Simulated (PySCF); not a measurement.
## Dipole response of Hf (hafnium, neutral)

[Xe] 4f14 5d2 6s2, high-spin 3F determinant. All numbers are calculated (PySCF 2.14, a scalar-relativistic core potential, in aug-cc-pVTZ-PP with ECP60MDF). Coupled (time-dependent) response in atomic units; α is the mean over directions.

```
method  mean α (bohr³)  C₆ (like pair)  S(−4)
   UHF           121.7            1735   6990
   PBE           101.7            1358   4845
  PBE0           103.9            1407   4666
```

S(−4) is the Cauchy moment in α(ω) = α(0) + S(−4) ω² + …

Reference α: 103 ± 6 bohr³ (recommended; Schwerdtfeger and Nagle, table of static dipole polarizabilities (2023 update)). Published C₆: 1040 (Gould and Bucko (2016)).

Spin-orbit coupling is absent.

Hartree-Fock lies above the reference because it lacks correlation, which contracts the outer shell.

α(iu) at PBE:

```
u (hartree)  α(iu) (bohr³)
          0          101.7
     0.0500          91.57
      0.100          72.88
      0.200          43.50
      0.300          27.95
      0.500          14.70
      0.750          8.603
       1.00          5.851
       1.50          3.338
       2.00          2.183
       3.00          1.139
       5.00         0.4618
```

A single London oscillator, α(iu) = α/(1 + u²/ω²), gives C₆ = (3/4) ω α². Matching the computed C₆ needs ω = 4 × 1358 / (3 × 101.7²) = 0.175 hartree.

Energies and moments cover only the electrons outside the core potential. Spin-orbit coupling, absent here, splits the open shell strongly.
